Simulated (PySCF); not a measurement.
**Spin states and ions at one geometry of [W3]+**

PySCF 2.14.0, UKS TPSS, W def2-SVP with ECP60; non-relativistic Hamiltonian with scalar-relativistic core potentials where named; density fitting; no spin-orbit coupling; singlets restricted, open shells unrestricted. The geometry is relaxed for charge +1, doublet, vacuum:

```xyz
3

W     1.3111   -0.0001    0.0000
W    -0.6554    1.1806    0.0000
W    -0.6557   -1.1804    0.0000
```

Energies count from the relaxed state; an electron taken off or put on is at rest in vacuum. Charges and spins are Mulliken's.

Task: Order these states by energy, lowest first.
A. charge +1, quartet, vacuum
B. charge 0, triplet, vacuum
C. charge +2, singlet, vacuum
D. charge 0, singlet, vacuum
E. charge +2, triplet, vacuum
F. charge +1, sextet, vacuum
G. charge +1, doublet, vacuum

Result: B (-5.78 eV), D (-5.48 eV), G (0.00 eV), A (1.08 eV), F (2.08 eV), C (11.15 eV), E (11.99 eV).

Task: How do charge and spin on the first atom follow?

Result: 
```csv
state,spin squared,charge on W1 (e),spin on W1 (e),dipole about the centre of mass (D)
"charge +1, doublet, vacuum",1.16,0.38,-1.05,0.06
"charge +1, quartet, vacuum",3.79,0.26,0.44,0.32
"charge +1, sextet, vacuum",8.81,0.40,0.72,1.03
"charge +2, singlet, vacuum",0.00,0.65,0.00,0.09
"charge +2, triplet, vacuum",2.57,0.66,-1.27,0.13
"charge 0, singlet, vacuum",0.00,0.25,0.00,0.08
"charge 0, triplet, vacuum",2.00,-0.01,0.62,0.08
```

With an electron taken off (singlet, the lower of the two states computed) the charges change, summed by element, by W +1.00 e. The vertical ionisation energy is 11.15 eV, against −ε(HOMO) = 8.70 eV over both spins of the relaxed state. The level lies 2.5 eV too high, as is usual for semilocal functionals and global hybrids, which keep a self-interaction error.

With an electron put on (triplet, the lower of the two states computed) the charges change, summed by element, by W -1.00 e. The vertical electron affinity is 5.78 eV, against −ε(LUMO) = 7.81 eV over both spins of the relaxed state.

Open shells may have lower solutions than those found. Hard to converge, so the more doubtful: charge 0, singlet, vacuum. Spin squared well over S(S+1) tells of spin contamination.

No frequency check is given that shows the relaxed geometry to be a minimum. The relaxed state is spin-contaminated (spin squared 1.16 against 0.75).
